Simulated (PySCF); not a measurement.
H3P2, SMILES [PH]P, multiplicity 2. Coordinates come from a PBE-D3(BJ)/def2-TZVP optimisation. The isomer is the one that the SMILES or the coordinates give; other isomers of the formula were not compared.

Computed equilibrium geometry at PBE-D3(BJ)/def2-TZVP (PySCF confirms it by a frequency run) as Cartesian coordinates in Å:
```xyz
5

P      0.9657    -0.4382     0.4142
P     -0.8875     0.3185    -0.4571
H      1.6758     0.7431     0.0091
H     -1.0631     1.5181     0.3040
H     -1.7857    -0.4652     0.3298
```
Charge 0, spin multiplicity 2.
